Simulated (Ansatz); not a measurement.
```yaml
crystal:
  periodic: [false, false, false]
  atoms:
    - {symbol: O, position_ang: [-1.247387, -0.307230, -0.359290]}
    - {symbol: Al, position_ang: [0.184433, 0.427000, 0.141887]}
    - {symbol: I, position_ang: [2.260525, -0.911400, 0.260774]}
    - {symbol: H, position_ang: [-1.314554, -1.228292, -0.607082]}
    - {symbol: H, position_ang: [0.166783, 1.946220, 0.522311]}
basis:
  gaussian: {orbitals: STO-3G, final_grid: {core_spheres: 5, valence_spheres: 4, degree: 11}}
hamiltonian: {xc: {name: PBE0}}
```

```sh
$ ansatz run in.yaml --threads 2 --pin off --events-out ev --progress --plain --max-ram 4352MiB
```

Output, abridged:

```
Functional definition: PBE0
477 factors; integrals over basis functions are off by at most 2.9e-5 eV
mean field evaluation 1: about -195030.4598 eV, gradient 2.8e1 eV
mean field evaluation 2: about -195025.9018 eV, gradient 5.2e1 eV
mean field evaluation 4: about -195033.3616 eV, gradient 1.2e0 eV
mean field evaluation 8: about -195033.3784 eV, gradient 7.2e-4 eV
mean field -195033.37841739 eV, -7167.3444584670 hartree, gradient 2.9e-5 eV, S^2 0.000000; 0 other end points of the search recorded, 0 dependent functions left out
reference -195033.37843575 eV, -7167.3444591419 hartree; 38, 38 occupied and 5, 5 virtual orbitals, 477 factors
Total energy: -195033.37843575 eV, -7167.3444591419 hartree
```

Hardware: 2 threads of an Intel Xeon Platinum 8375C on a shared host. Wall time 0.35 s, peak host memory 0.11 GiB.
